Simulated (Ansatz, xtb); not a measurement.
**Two isomers of C3H7NOSe**

Structure a: `CNC(=O)C[SeH]`, a singlet. Structure b: `O=CNCC[SeH]`, a singlet. Both are isolated molecules in the gas phase, relaxed with B3LYP-D3(BJ)/def2-SVP; the shapes shown needn't be the lowest conformers.

a (Å):

```xyz
13

C     0.8738   -1.5298   -0.5465
C     0.4563    0.7497    0.2735
C     0.1483    1.6277    1.4897
N     0.6138   -0.5774    0.5090
O     0.5012    1.2634   -0.8321
Se    0.7385    1.0097    3.2712
H     0.8904   -0.9795   -1.4966
H     1.8468   -2.0315   -0.4086
H     0.0880   -2.3024   -0.5965
H     0.6010   -0.8847    1.4771
H    -0.9449    1.7256    1.5802
H     0.5510    2.6275    1.2884
H     2.1798    1.1174    2.9687
```

b (Å):

```xyz
13

C    -0.9190    1.6500   -0.5586
C     0.1627   -0.4622    0.0810
C     1.5910   -0.1161    0.4974
N    -0.7887    0.6090    0.3086
O    -0.3195    1.7552   -1.6083
Se    1.7890    0.3253    2.4150
H    -1.6611    2.4068   -0.2024
H    -1.2533    0.6650    1.2076
H     0.1603   -0.6851   -0.9981
H    -0.1854   -1.3569    0.6185
H     2.2553   -0.9780    0.3365
H     1.9758    0.7252   -0.0939
H     1.1889    1.6681    2.2950
```

**Question.** Estimate E(b) − E(a) at the level CCSD(T)/def2-SVP + ΔMP2/def2-TZVPP.

**Answer.** Calculated at CCSD(T)/def2-SVP + ΔMP2/def2-TZVPP: E(b) − E(a) = +11.2 kJ/mol, so structure a lies lower.

How the difference moves with the method:

| level | geometry | E(b) − E(a) (kJ/mol) | departure from the last row (kJ/mol) | job, with rough time for the two |
| --- | --- | --- | --- | --- |
| GFN2-xTB | GFN2-xTB | +15.9 | +4.7 | optimisation, 0.29 s |
| HF/STO-3G | GFN2-xTB | +12.1 | +0.9 | single point, 0.42 s |
| r2SCAN-D4/def2-SVP | GFN2-xTB | +5.5 | −5.8 | single point, 3.8 s |
| B3LYP-D3(BJ)/def2-SVP | B3LYP-D3(BJ)/def2-SVP | +14.9 | +3.6 | optimisation, 1.9 min |
| HF/def2-SVP | B3LYP-D3(BJ)/def2-SVP | +11.1 | −0.1 | part of the CCSD(T) run |
| MP2/def2-SVP | B3LYP-D3(BJ)/def2-SVP | +10.0 | −1.2 | part of the CCSD(T) run |
| CCSD(T)/def2-SVP | B3LYP-D3(BJ)/def2-SVP | +9.9 | −1.3 | single point |
| CCSD(T)/def2-SVP + ΔMP2/def2-TZVPP | B3LYP-D3(BJ)/def2-SVP | +11.2 |  | single point, 65 s |

As drawn, both hold the same kinds of bond in the same numbers. Structure a has 1 methyl group, b 0.

The levels shown agree on the order. The largest departure from CCSD(T)/def2-SVP + ΔMP2/def2-TZVPP is that of r2SCAN-D4/def2-SVP, 5.8 kJ/mol. The last row adds to CCSD(T) the change of the MP2 difference between the two basis sets, here +1.3 kJ/mol.

With thermal terms from frequencies at re-optimised GFN2-xTB minima (ideal gas, soft modes damped towards free rotors, one conformer each, 298.15 K, 1 atm): the zero-point term adds +0.8 kJ/mol; ΔH is +11.0 and ΔG +12.9 kJ/mol.

The correlated steps freeze 14 core orbitals; the filled d shell of Se is correlated, in a basis made for valence electrons. Programs: Ansatz 0.2.0, xtb 6.7.1; the last row on 4 threads of Arm Neoverse V1 on a shared host.
